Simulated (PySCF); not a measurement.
Compound: C8H9Cl.
Geometry (PBE0-D3(BJ)/def2-SVP, Å), atoms numbered from 1 in this order:
```xyz
18
C8H9Cl angstrom
Cl     3.040   -0.450   -1.149
C      1.998    0.134    0.187
C      0.650   -0.545    0.146
C     -0.423   -0.006    1.139
C     -0.670    1.372    0.512
C     -0.579    1.220   -0.813
C     -0.268   -0.257   -1.076
C     -1.489   -1.061   -0.617
C     -1.581   -0.914    0.708
H      2.522   -0.100    1.124
H      1.919    1.224    0.083
H      0.796   -1.628    0.272
H     -0.175   -0.015    2.209
H     -0.930    2.273    1.069
H     -0.741    1.970   -1.587
H      0.135   -0.501   -2.066
H     -2.164   -1.601   -1.282
H     -2.347   -1.303    1.379
```

Computed with PBE0-D3(BJ)/def2-SVP geometry optimisation, gas phase (PySCF 2.14.0).

Masses are those of the commonest isotopes; rigid-rotor values at the optimised geometry. The values belong to one conformer with, in the numbering `[Cl:1][CH2:2][C@H:3]1[C@H:4]2[CH:5]=[CH:6][C@@H:7]1[CH:8]=[CH:9]2`, Cl1–C2–C3–C4 -173°.

Task: What are A, B and C (MHz)?

Result: Ia = 169.25, Ib = 529.06, Ic = 548.16 u·Å²; 505379 MHz·u·Å²/I gives A = 2986, B = 955.2, C = 922.0 MHz.

Task: What kind of rotor is it?

Result: A near-prolate asymmetric top; Ray's κ = -0.968.

Task: Is it planar, by Δ = Ic − Ia − Ib?

Result: Not planar: Δ = Ic − Ia − Ib = -150.15 u·Å². For a rigid frame Δ = −2 Σ m c², so Σ m c² = 75.08 u·Å² lies off the ab plane: 18.23 from hydrogen and 56.84 from heavier atoms. The atom farthest from that plane is 2.36 Å away.

Task: Where do the levels up to J = 5 lie, in cm⁻¹?

Result: Above 0(0,0):
J = 1: 1(0,1) 0.0626, 1(1,1) 0.1304, 1(1,0) 0.1315
J = 2: 2(0,2) 0.1878, 2(1,2) 0.2545, 2(1,1) 0.2578, 2(2,1) 0.4610, 2(2,0) 0.4610
J = 3: 3(0,3) 0.3756, 3(1,3) 0.4407, 3(1,2) 0.4473, 3(2,2) 0.6489, 3(2,1) 0.6489, 3(3,1) 0.9903, 3(3,0) 0.9903
J = 4: 4(0,4) 0.6260, 4(1,4) 0.6889, 4(1,3) 0.7000, 4(2,3) 0.8993, 4(2,2) 0.8995, 4(3,2) 1.2408, 4(3,1) 1.2408, 4(4,1) 1.7189, 4(4,0) 1.7189
J = 5: 5(0,5) 0.9388, 5(1,5) 0.9991, 5(1,4) 1.0158, 5(2,4) 1.2124, 5(2,3) 1.2129, 5(3,3) 1.5540, 5(3,2) 1.5540, 5(4,2) 2.0320, 5(4,1) 2.0320, 5(5,1) 2.6466, 5(5,0) 2.6466
Those of J = 1 are B + C, A + C and A + B.

Task: Which lines would a microwave search look for?

Result: The dipole components are |μa| = 1.67 D, |μb| = 0.76 D, |μc| = 0.57 D. The squared components, which scale the intensities, stand as 1.00 : 0.20 : 0.12 (a : b : c). Some lines, for components of 0.1 D or more:

```
type  branch         J(Ka,Kc)    MHz  lower level (cm⁻¹)
   b       R  2(0,2) ← 1(1,1)   1723               0.130
   c       Q  2(1,2) ← 2(0,2)   1998               0.188
   c       Q  1(1,1) ← 1(0,1)   2031               0.063
   b       Q  1(1,0) ← 1(0,1)   2064               0.063
   b       Q  3(1,2) ← 3(0,3)   2149               0.376
   a       R  2(0,2) ← 1(0,1)   3754               0.063
   a       R  2(1,1) ← 1(1,0)   3788               0.131
   c       R  1(1,0) ← 0(0,0)   3941               0.000
   a       R  3(1,3) ← 2(1,2)   5581               0.254
   a       R  3(2,2) ← 2(2,1)   5632               0.461
   a       R  3(2,1) ← 2(2,0)   5633               0.461
   a       R  3(1,2) ← 2(1,1)   5681               0.258
   c       Q  3(2,2) ← 3(1,2)   6042               0.447
   b       Q  3(2,1) ← 3(1,2)   6045               0.447
   c       Q  2(2,1) ← 2(1,1)   6092               0.258
   b       Q  3(2,2) ← 3(1,3)   6242               0.441
   b       R  3(1,3) ← 2(0,2)   7579               0.188
   c       R  3(1,2) ← 2(0,2)   7779               0.188
   c       R  2(2,1) ← 1(1,1)   9913               0.130
   b       Q  3(3,0) ← 3(2,1)  10235               0.649
   b       Q  3(3,1) ← 3(2,2)  10237               0.649
   b       R  3(2,2) ← 2(1,1)  11724               0.258
   c       R  3(2,2) ← 2(1,2)  11824               0.254
   b       R  3(2,1) ← 2(1,2)  11826               0.254
   b       R  3(3,1) ← 2(2,0)  15868               0.461
   c       R  3(3,1) ← 2(2,1)  15869               0.461
   b       R  3(3,0) ← 2(2,1)  15869               0.461
```

Task: Estimate the classical rotational partition function at 10 K, 100 K and 200 K.

Result: Point group C1, symmetry number σ = 1; q = (√π/σ)·√((kT/h)³/(ABC)), k/h = 20836.6 MHz/K: 3290 at 10 K, 104000 at 100 K, 294000 at 200 K.

Stationary, but not proved a minimum. Zero-point vibration and centrifugal distortion are left out. Quadrupole hyperfine structure (35Cl) is left out.
